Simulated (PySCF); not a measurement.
## Dipole response of Mg⁺ (magnesium, charge +1)

[Ne] 3s1, 2S determinant. Calculation: PySCF 2.14, in dyall-av2z (14s10p4d, 64 functions); no relativity, point nucleus. Coupled (time-dependent) response in atomic units; α is the mean over directions. A double-zeta set is small for polarisabilities.

| method | mean α (bohr³) | C₆ (like pair) | S(−4) |
| --- | --- | --- | --- |
| UHF | 38.54 | 178.2 | 1573 |
| PBE | 33.85 | 146.7 | 1225 |
| PBE0 | 35.31 | 156.1 | 1331 |
| LC-wPBE | 38.19 | 174.7 | 1570 |
| BHandHLYP | 32.42 | 137.9 | 1117 |

S(−4) is the Cauchy moment in α(ω) = α(0) + S(−4) ω² + …

α(iu) at PBE0:

```tsv
u (hartree)	α(iu) (bohr³)
0	35.31
0.0500	32.27
0.100	25.69
0.200	14.30
0.300	8.391
0.500	3.848
0.750	2.070
1.00	1.376
1.50	0.8227
2.00	0.5901
3.00	0.3714
5.00	0.1946
```

A single London oscillator, α(iu) = α/(1 + u²/ω²), gives C₆ = (3/4) ω α². Matching the computed C₆ needs ω = 4 × 156.1 / (3 × 35.31²) = 0.167 hartree.

For an ion, C₆ is the dispersion term alone; charge-induced terms of lower order in 1/R come first.
